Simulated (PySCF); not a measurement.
These 7 structures share the formula C6H7F3Si. Method used: PBE0-D3(BJ)/def2-SVP geometry optimisation, gas phase in PySCF. One conformer each; no zero-point energy, no entropy. No frequencies were run at this level. Point groups hold within 0.08 Å.

Question: Order them by energy at this level, lowest first, and give relative energies in kcal/mol.
A. `[F:1][C:2]([F:3])=[C:4]([F:5])/[CH:6]=[CH:7]\[C@@H:8]1[CH2:9][SiH2:10]1` with C2–C4–C6–C7 180°, C6–C7–C8–C9 -158°
B. `[CH:1]#[C:2][Si@@H:3]1[CH2:4][CH2:5][C@H:6]1[C:7]([F:8])([F:9])[F:10]` with C2–Si3–C4–C5 -93°, Si3–C4–C5–C6 -19°, C4–C5–C6–C7 -97°, C2–Si3–C6–C5 97°
C. `CC1=C(C(F)(F)F)C=C[SiH2]1`
D. `[F:1][C:2]([F:3])=[C:4]([F:5])/[CH:6]=[CH:7]/[C@@H:8]1[CH2:9][SiH2:10]1` with C2–C4–C6–C7 -179°, C6–C7–C8–C9 -150°
E. `[F:1][C:2]([F:3])([F:4])[CH2:5][C:6]1=[CH:7][CH:8]=[CH:9][SiH2:10]1` with C2–C5–C6–C7 139°
F. `[F:1][C:2]([F:3])([F:4])[C:5]#[C:6][CH:7]1[CH2:8][SiH2:9][CH2:10]1` with C6–C7–C8–Si9 -148°, C7–C8–Si9–C10 19°, C8–Si9–C10–C7 -19°, C6–C7–C10–Si9 148°
G. `[CH:1]#[C:2][Si@@H:3]1[CH2:4][CH2:5][C@@H:6]1[C:7]([F:8])([F:9])[F:10]` with C2–Si3–C4–C5 -133°, Si3–C4–C5–C6 20°, C4–C5–C6–C7 97°, C2–Si3–C6–C5 135°

Answer: E (0.0), C (2.7), B (25.7), G (26.0), F (41.7), D (53.3), A (54.4).

As drawn, the highest has a three-membered ring, which the lowest lacks. Neighbours under 2.5 kcal/mol apart (C#C[Si@@H]1CC[C@H]1C(F)(F)F and C#C[Si@@H]1CC[C@@H]1C(F)(F)F; FC(F)=C(F)/C=C/[C@@H]1C[SiH2]1 and FC(F)=C(F)/C=C\[C@@H]1C[SiH2]1) can change places with a better method, another conformer or zero-point energy. C#C[Si@@H]1CC[C@H]1C(F)(F)F and C#C[Si@@H]1CC[C@@H]1C(F)(F)F are stereoisomers, 0.3 kcal/mol apart in the conformers taken. FC(F)=C(F)/C=C/[C@@H]1C[SiH2]1 and FC(F)=C(F)/C=C\[C@@H]1C[SiH2]1 are stereoisomers, 1.1 kcal/mol apart in the conformers taken.

```csv
SMILES,E (Eh),E rel (kcal/mol),dipole (D),point group,"A, B, C (MHz)"
FC(F)(F)CC1=CC=C[SiH2]1,-820.70343,0.0,2.29,C1,"2571, 683.6, 609.3"
CC1=C(C(F)(F)F)C=C[SiH2]1,-820.69908,2.7,1.91,near Cs,"1906, 868.9, 674.0"
C#C[Si@@H]1CC[C@H]1C(F)(F)F,-820.66251,25.7,2.72,C1,"2115, 721.9, 654.3"
C#C[Si@@H]1CC[C@@H]1C(F)(F)F,-820.66192,26.0,1.93,C1,"1543, 1026, 745.7"
FC(F)(F)C#CC1C[SiH2]C1,-820.63700,41.7,3.32,–,"3293, 393.0, 384.0"
FC(F)=C(F)/C=C/[C@@H]1C[SiH2]1,-820.61856,53.3,2.51,C1,"3152, 390.5, 368.7"
FC(F)=C(F)/C=C\[C@@H]1C[SiH2]1,-820.61681,54.4,1.92,C1,"3066, 447.0, 417.9"
```

Q: How do the relative energies change in single points at PBE/pcSseg-1 (no added dispersion term) on the same geometries?

A: 
| SMILES | PBE0-D3(BJ)/def2-SVP (kcal/mol) | PBE/pcSseg-1 (kcal/mol) | shift |
| --- | --- | --- | --- |
| FC(F)(F)CC1=CC=C[SiH2]1 | 0.0 | 0.0 | 0.0 |
| CC1=C(C(F)(F)F)C=C[SiH2]1 | 2.7 | 2.1 | -0.6 |
| C#C[Si@@H]1CC[C@H]1C(F)(F)F | 25.7 | 23.0 | -2.7 |
| C#C[Si@@H]1CC[C@@H]1C(F)(F)F | 26.0 | 23.4 | -2.6 |
| FC(F)(F)C#CC1C[SiH2]C1 | 41.7 | 38.1 | -3.6 |
| FC(F)=C(F)/C=C/[C@@H]1C[SiH2]1 | 53.3 | 46.3 | -7.0 |
| FC(F)=C(F)/C=C\[C@@H]1C[SiH2]1 | 54.4 | 47.6 | -6.8 |

Each column counts from its own lowest isomer. The order is unchanged; the largest shift is 7.0 kcal/mol.
